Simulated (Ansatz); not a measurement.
Computed with Ansatz on PBE0-D4/def2-TZVP structures; ΔE is electronic, products minus reactants. CCSD(T)/CBS is the MP2 limit (def2-TZVPP, def2-QZVPP) plus CCSD(T) − MP2 in def2-TZVPP, frozen cores. DFT in def2-TZVPP. For Ge outer-core shells are correlated without core-valence functions, which leaves a few kJ/mol of doubt a bond. Scalar relativity is left out up to krypton. Each species was taken in one conformer, which may not be the lowest.

Consider the redistribution: `OB(F)[SiH3]` + `Cl[SiH2][NH][GeH3]` → `O[B](F)[GeH3]` + `[SiH3]N[SiH2]Cl`.

`OB(F)[SiH3]`:

```xyz
8

O    -1.357    0.199   -1.428
B    -0.921   -0.362   -0.280
F    -1.736   -1.255    0.269
Si    0.850    0.062    0.636
H    -0.748    0.839   -1.801
H     1.689   -1.162    0.743
H     1.606    1.083   -0.144
H     0.616    0.596    2.005
```

`Cl[SiH2][NH][GeH3]`:

Cartesian coordinates in Å:
```
Cl 0.057 0.342 -2.843
Si -0.447 -0.841 -1.219
N 0.463 -0.514 0.180
Ge 0.218 0.910 1.331
H -1.870 -0.550 -0.941
H -0.217 -2.238 -1.651
H 1.373 -0.948 0.238
H -1.219 1.392 1.102
H 1.224 2.036 1.033
H 0.418 0.410 2.770
```

`O[B](F)[GeH3]`:

```xyz
8

O    -0.521   -1.924   -0.207
B     0.335   -0.909   -0.437
F     1.415   -1.209   -1.147
Ge    0.072    1.044    0.236
H    -1.291   -1.674    0.308
H    -0.010    2.029   -0.941
H    -1.234    1.164    1.046
H     1.233    1.480    1.143
```

`[SiH3]N[SiH2]Cl`:

Z-matrix (Å, degrees):
```
Si
N 1 1.734
H 1 1.484 2 106.6
H 1 1.487 2 112.3 3 120.0
H 1 1.487 2 110.5 3 -119.6
Si 2 1.708 1 127.5 3 -13.2
H 2 1.011 1 116.1 3 179.3
Cl 6 2.065 2 113.2 1 -84.2
H 6 1.479 2 109.4 1 157.8
H 6 1.477 2 108.8 1 33.9
```

```tsv
level	ΔE (kJ/mol)
BLYP-D4	-52.3
CAM-B3LYP-D4	-55.0
PBE-QIDH	-53.3
PBE	-49.7
PBE0	-51.9
HF/def2-TZVPP	-53.1
HF/def2-QZVPP	-53.4
HF/CBS(def2)	-53.4
```

Q: What does CCSD(T)/CBS give? (Best estimate.)

A: The calculation gave: -55.3 kJ/mol. The listed levels differ from it by 3.0, 0.3, 2.0, 5.6, 3.4, 2.2, 1.9, 1.9 kJ/mol.

Largest T1 diagnostic among the species: 0.014.

From BLYP to BHLYP (50 % exact exchange), in def2-TZVPP and without D4, ΔE moves by −3.5 kJ/mol. At CCSD(T), def2-SVP lies +11.8 kJ/mol from the extrapolated value and def2-TZVPP +3.6 kJ/mol. Leaving LDA and LC-ωPBE aside and taking each functional with its dispersion term where it has one, the values, not all of them listed here, spread over 7.7 kJ/mol, from ωB97M-V to revPBE-D4. LDA lies −4.1 kJ/mol from PBE without D4.
